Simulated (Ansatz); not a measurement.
How methods differ on GaCl (SMILES [Cl][Ga])

GaCl: 2 atoms, total charge 0, spin state singlet. As SMILES, `[Cl][Ga]`. The coordinates come from a PBE0-D4/def2-TZVP relaxation.

```xyz
2

Cl    0.0000    0.0000   -0.0236
Ga    0.0000    0.0000    2.1922
```

Each level gives the energy change with the Cl1–Ga2 bond stretched from 2.216 to 4.337 Å (eV). The values are calculated.

```
                        level                    kind  program  value (eV)  CPU time (all runs)
       HF/STO-3G (restricted)            Hartree–Fock   Ansatz        6.20               0.93 s
    SVWN5/STO-3G (restricted)                     LDA   Ansatz        5.44                 21 s
     BLYP/STO-3G (restricted)                     GGA   Ansatz        4.90                 53 s
      PBE/STO-3G (restricted)                     GGA   Ansatz        5.07                 63 s
     PBE0/STO-3G (restricted)           global hybrid   Ansatz        5.57                 32 s
CAM-B3LYP/STO-3G (restricted)  range-separated hybrid   Ansatz        5.90                 33 s
      MP2/STO-3G (restricted)     perturbation theory   Ansatz        5.94                2.6 s
```

All-electron rows without a relativistic Hamiltonian named are non-relativistic. The first shape isn't each level's own minimum. The values span 4.90 to 6.20 eV. All rows use very small basis sets, so even the best lies far from the true value. In the correlated wave-function rows the outer d shell of Ga is correlated, in sets not made for it. CPU times are rough (shared hosts, several kinds of processor): they show what a rung costs within a factor of a few.
